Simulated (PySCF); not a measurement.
C2H7Si, SMILES [CH2][SiH2]C, multiplicity 2. Geometry: r2SCAN-D4/def2-SVP. The isomer is the one that the SMILES or the coordinates give; other isomers of the formula were not compared.

All values below come from r2SCAN-D4/def2-SVP (PySCF).

Harmonic wavenumbers (cm⁻¹): 95, 171, 210, 449, 544, 604, 672, 691, 757, 821, 875, 911, 948, 1255, 1363, 1432, 1433, 2166, 2192, 3036, 3127, 3142, 3145, 3232. Rotational constants (GHz): 17.70, 6.202, 5.015; symmetry number 1.

Work out the zero-point energy and the ideal-gas rigid-rotor harmonic-oscillator thermochemistry at 298.15 K and 1 atm.

ZPE = ½ Σ hcν = ½ × 33272 cm⁻¹ = 47.56 kcal/mol. H − E(el) = 51.89 kcal/mol. Entropy in cal/(mol K): translation 38.15, rotation 23.88, vibration 11.41, spin 1.38, total 74.82. G − E(el) = 29.58 kcal/mol. Cp = 22.17 cal/(mol K). Modes under 150 cm⁻¹ make the vibrational entropy uncertain.
